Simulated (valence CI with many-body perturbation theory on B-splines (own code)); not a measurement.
# How close is CI+MBPT for Pr+?

Level of theory: relativistic CI+MBPT: four valence electrons over a frozen Dirac-Fock core [Xe], radial functions for each j: 8 s, 8 p, 9 d, 9 f, 6 g, 3 h, 2 i, with the one-electron correlation potential Σ1 (screened to all orders), the two-electron term Σ2, the three-electron term Σ3, Breit, model QED; the open f shell's mean field enters the energy denominators; selected single and double excitations, second order for the rest, scaled by the run's own slope (own B-spline code, finite nucleus).

Set against measurement, 19 paired levels are off by 1500 cm⁻¹ on average, the worst by 2587. These come from a selection out of the NIST Handbook of Basic Atomic Spectroscopic Data. Levels without a partner in it may be off by more, other configurations by several thousand cm⁻¹. Among the levels kept, up to 880 cm⁻¹ of a level comes from second order outside the variational space, and about a tenth of that is noise between levels of different J, which matters for small intervals.

Measured levels: NIST Handbook of Basic Atomic Spectroscopic Data (Sansonetti and Martin, J. Phys. Chem. Ref. Data 34, 1559 (2005)). Pairs share parity and J, and are chosen by configuration, term and nearness in energy; levels without a clear partner are left out. Energies in cm⁻¹ above the measured ground level.

Names give the largest LS component (configuration and term), which can be under half, so a name can repeat, a term be missing and a line seem to break the LS rules; names also repeat where a configuration has a term twice.

| Computed label | Label in the source | Measured | Computed | Difference |
| --- | --- | --- | --- | --- |
| 4f3 6s 5I°_4 | 4f3 6s1/2 (9/2,1/2)° | 0 | 0.0 | 0 |
| 4f3 6s 5I°_5 | 4f3 6s1/2 (9/2,1/2)° | 441.9 | 479.1 | +37 |
| 4f3 6s 5I°_6 | 4f3 6s1/2 (11/2,1/2)° | 1649.0 | 1794.8 | +146 |
| 4f3 6s 3I°_5 | 4f3 6s1/2 (11/2,1/2)° | 1743.7 | 1904.2 | +160 |
| 4f3 6s 5I°_7 | 4f3 6s1/2 (13/2,1/2)° | 2998.4 | 3246.6 | +248 |
| 4f3 6s 3I°_6 | 4f3 6s1/2 (13/2,1/2)° | 3403.2 | 3684.2 | +281 |
| 4f3 5d 5L°_6 | 4f3(4I°) 5d 5L° | 3893.5 | 1306.3 | -2587 |
| 4f3 5d 5K°_5 | 4f3(4I°) 5d 5K° | 4097.6 | 1594.6 | -2503 |
| 4f3 6s 5I°_8 | 4f3 6s1/2 (15/2,1/2)° | 4437.1 | 4768.9 | +332 |
| 4f3 6s 3I°_7 | 4f3 6s1/2 (15/2,1/2)° | 5079.3 | 5465.5 | +386 |
| 4f3 5d 5L°_7 | 4f3(4I°) 5d 5L° | 5108.4 | 2627.8 | -2481 |
| 4f3 5d 5K°_6 | 4f3(4I°) 5d 5K° | 5226.5 | 2817.0 | -2410 |
| 4f2 5d2 5L_6 | 4f2(3H) 5d2(3F) 5L | 5854.5 | 7539.7 | +1685 |
| 4f3 5d 5K°_7 | 4f3(4I°) 5d 5K° | 6413.9 | 4095.2 | -2319 |
| 4f3 5d 5L°_8 | 4f3(4I°) 5d 5L° | 6417.8 | 4041.3 | -2376 |
| 4f2 5d2 5I_4 | 4f2(3H) 5d2(3F) 5I | 7228 | 8867.5 | +1640 |
| 4f3 5d 5K°_8 | 4f3(4I°) 5d 5K° | 7659.7 | 5420.7 | -2239 |
| 4f3 5d 5L°_9 | 4f3(4I°) 5d 5L° | 7805.6 | 5519.9 | -2286 |
| 4f3 5d 5K°_9 | 4f3(4I°) 5d 5K° | 8958.4 | 6784.0 | -2174 |
| 4f3 5d 5L°_10 | 4f3(4I°) 5d 5L° | 9255.2 | 7048.8 | -2206 |

Over 19 excited levels the mean absolute difference is 1500 cm⁻¹, the median 2174 and the largest 2587. The comparison draws on a selection of the measured levels: 20 of the 68 computed ones have a partner in it, and others may be off by more.
